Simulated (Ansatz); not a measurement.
Reactions of `CS`.

Program: Ansatz. Geometries: PBE0-D4/def2-TZVP. ΔE: electronic, gas phase. CCSD(T)/CBS adds triple-zeta CCSD(T) − MP2 to the extrapolated MP2 energy (def2 sets, frozen cores). Small cases extrapolate CCSD(T) itself. Open shells (•) are unrestricted, without spin–orbit coupling. Spin–orbit coupling would lower the free atoms: a little for C, S. One conformer a species, not always the lowest.

Question: Order these by ΔE at CCSD(T)/CBS, lowest first. (An estimate is asked.)
A. CH₃SH + `NC(N)=S` → `CNC(N)=S` + H₂S
B. CH₃SH → `[CH2]` (triplet) + H₂S
C. CH₃SH → C• + 4 H• + S•
D. CH₃SH + `N[SiH](N)S` → `C[Si](N)(N)S` + H₂S
E. CH₃SH → `[CH3]`• + `[SH]`•

Answer: D (-14.8 kcal/mol), A (+2.3 kcal/mol), E (+79.7 kcal/mol), B (+100.4 kcal/mol), C (+474.5 kcal/mol).

Largest T1 diagnostic: 0.016, for `NC(N)=S`.

Extrapolated directly: CH₃SH → `[CH2]` (triplet) + H₂S; CH₃SH → C• + 4 H• + S•; CH₃SH → `[CH3]`• + `[SH]`•.
